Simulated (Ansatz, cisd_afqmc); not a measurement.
System: Br, charge 0, doublet.

Total energies in aug-cc-pVQZ-DK, 7 correlated electrons, 14 frozen orbitals. Open shells are spin-unrestricted; no spin-orbit coupling. The -DK rows use spin-free X2C. The Monte Carlo rows (phaseless AFQMC, CISD trial, step 0.005/hartree) carry one-sigma bars that omit the constraint's bias. Outlying blocks are dropped, and bars are widened where a walk drifts. Over all cases where full CI ran beside it in this data, AFQMC minus full CI had a median of +0.1 mEh and passed +0.4 mEh in a tenth of the cases. Spin-orbit terms, left out, reach several kcal/mol for Br and I, and more for heavier atoms.

```
method         program          energy (Eh)  minus CCSDT(Q) (mEh)
----------  ----------  -------------------  --------------------
HF              Ansatz          -2604.44040                175.03
MP2             Ansatz          -2604.59063                 24.80
CCSD            Ansatz          -2604.60888                  6.55
CCSD(T)         Ansatz          -2604.61468                  0.74
CCSDT(Q)        Ansatz          -2604.61543                  0.00
AFQMC/CISD  cisd_afqmc  -2604.6151 ± 0.0003             0.3 ± 0.3
```

Ansatz is an electronic-structure program.
